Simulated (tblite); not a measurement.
Run record: tight-binding relaxation, `CC(C)(CC#N)[SiH2][AsH2]`.

Computed with GFN2-xTB geometry optimisation, gas phase (tblite 0.8.0). Start geometry: from a force field or distance geometry. The input is one job of a driver script: a line of settings, then coordinates in Å.

Command:
```bash
OMP_NUM_THREADS=1 python probes_run.py task.json out
```

Input:
```
{"job": {"kind": "relax", "xc": "GFN2-xTB", "basis": "xTB"}, "charge": 0, "multiplicity": 1}
C     -1.559400     0.171100     0.968000
C     -0.472100    -0.140300    -0.041100
C     -0.534700    -1.605300    -0.349200
C     -0.766300     0.667200    -1.278100
C     -0.791400     2.094600    -1.018000
N     -0.827900     3.244600    -0.823600
Si     1.118900     0.359700     0.800000
As     2.914400    -0.967800     0.180800
H     -1.227000     1.146100     1.426800
H     -1.513400    -0.604800     1.754000
H     -2.549300     0.248200     0.487200
H     -1.244100    -2.118500     0.339000
H     -0.950300    -1.716700    -1.370700
H      0.434900    -2.121000    -0.305700
H     -1.787100     0.319700    -1.606900
H     -0.061500     0.445300    -2.070100
H      0.903100     0.118300     2.249900
H      1.394500     1.793700     0.679600
H      3.419500    -0.558500    -1.231000
H      4.094000    -0.764900     1.206000
```

Output:
```
step      E/eV     max force
  0    -646.63612    2.856
  1    -646.71071    8.726
  2    -647.05816    1.240
  3    -647.21262    1.171
  4    -647.45446    1.230
  5    -647.49916    0.617
  6    -647.53429    0.488
  7    -647.55924    0.631
  8    -647.58060    0.364
  9    -647.59464    0.287
... (164 lines left out)
174    -647.92108    0.016
175    -647.92114    0.015
176    -647.92119    0.016
177    -647.92123    0.013
178    -647.92126    0.014
179    -647.92130    0.019
180    -647.92133    0.024
181    -647.92136    0.022
182    -647.92139    0.016
183    -647.92141    0.009
```

«max force» is the largest atomic force in eV/Å.

Summary of the converged run: energy lowered by 29.6 kcal/mol over 183 steps; largest atomic force 0.009 eV/Å at the end.

Question: Where do the atoms end?

Answer: 0.762 Å rms from the input after alignment:
```
atom  x, y, z in Å
C1    -1.7038    0.3446    0.8772
C2    -0.5354   -0.2325    0.0867
C3    -0.7512   -1.7273   -0.1335
C4    -0.4766    0.4441   -1.2952
C5    -0.1227    1.8326   -1.1938
N6     0.1685    2.9346   -1.0931
Si7    1.1323    0.0439    1.0161
As8    2.8336   -0.4302   -0.4965
H9    -1.5958    1.4209    0.9939
H10   -1.7479   -0.1025    1.8676
H11   -2.6520    0.1498    0.3739
H12   -0.8638   -2.2354    0.8217
H13   -1.6491   -1.9124   -0.7240
H14    0.0990   -2.1704   -0.6586
H15   -1.4442    0.3686   -1.8040
H16    0.2772   -0.0537   -1.9223
H17    1.1289   -0.9033    2.1467
H18    1.1136    1.3918    1.5995
H19    2.8904    0.9842   -0.9779
H20    3.8937   -0.1368    0.5122
```

Question: How long does this job take on Arm Neoverse N1, one thread, shared host with 64 logical CPUs at a one-minute load of 60?

Answer: About 2.8 s.
Labels such as C1 count atoms from 1, the log's own numbers from 0.
